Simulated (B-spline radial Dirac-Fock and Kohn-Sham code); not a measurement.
These are calculated numbers from a radial B-spline solver; the model is Dirac-Hartree-Slater photoionisation with all multipoles and Dirac-Fock thresholds. Kinetic energies are from the vacuum level. Open shells are spread statistically over j, without multiplet splitting. Without correlation, outer binding energies are uncertain by a few eV, most for open f shells.

**Question.** A free atom or ion in its tabulated ground configuration is ionised with 798 eV photons and gives these photoelectron lines. Identify it and assign the lines.

| kinetic energy (eV) | relative cross section |
| --- | --- |
| 224.0 | 17.2 |
| 318.9 | 16.4 |
| 373.3 | 48.3 |
| 529.7 | 66.0 |
| 539.6 | 99.5 |
| 681.0 | 3.8 |
| 711.4 | 3.2 |
| 719.2 | 8.0 |
| 731.8 | 78.0 |
| 733.6 | 100.0 |

**Answer.** Lu⁴⁺, [Xe] 4f13. Binding energies are hν less the kinetic energy: 4s 574.0 eV, 4p1/2 479.1 eV, 4p3/2 424.7 eV, 4d3/2 268.3 eV, 4d5/2 258.4 eV, 5s 117.0 eV, 5p1/2 86.63 eV, 5p3/2 78.83 eV, 4f5/2 66.17 eV, 4f7/2 64.41 eV.

Run: 4.7 s of CPU time on 1 thread of Intel(R) Xeon(R) Platinum 8488C (shared host), peak memory 0.41 GiB.
